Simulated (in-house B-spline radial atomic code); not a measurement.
A radial electron density 4πr²n(r) was computed for an atom or ion in its tabulated ground configuration with an all-electron radial atomic-structure program (B-spline basis); method: non-relativistic SCAN, spin-polarised, spherical fractional occupations. Columns: r (bohr), 4πr²n(r) (electrons per bohr), bar.

```
  0.0024    1.047 #
 0.00287    1.457 ##
 0.00343    2.015 ##
  0.0041    2.769 ###
  0.0049    3.777 ####
 0.00586    5.109 ######
   0.007    6.825 ########
 0.00837    9.014 ##########
    0.01    11.71 #############
   0.012    15.02 #################
  0.0143    18.69 #####################
  0.0171    22.75 #########################
  0.0204    26.82 ##############################
  0.0244    30.57 ##################################
  0.0292    33.44 #####################################
  0.0349     34.9 ######################################
  0.0417    34.68 ######################################
  0.0498    32.94 ####################################
  0.0595    30.39 ##################################
  0.0711     28.3 ###############################
   0.085    28.05 ###############################
   0.102    30.43 ##################################
   0.121    34.51 ######################################
   0.145     38.7 ###########################################
   0.174    39.91 ############################################
   0.207    36.63 ########################################
   0.248    29.48 ################################
   0.296     22.1 ########################
   0.354    17.92 ####################
   0.423    18.25 ####################
   0.506    20.96 #######################
   0.605    22.39 #########################
   0.723    20.38 ######################
   0.864    15.55 #################
    1.03    10.08 ###########
    1.23    5.585 ######
    1.47    2.682 ###
    1.76     1.11 #
    2.11   0.3912 
    2.52    0.116 
    3.01  0.02645
```

(1) Which atom or ion is it?
A. Ni3+
B. Zn3+
C. Cu3+
D. Cu2+

## Answers

(1) C. The area under the curve, ∫4πr²n dr = ∫r·4πr²n d(ln r) on this logarithmic grid, is 26 electrons, which only this option has. The configuration is [Ar] 3d8.
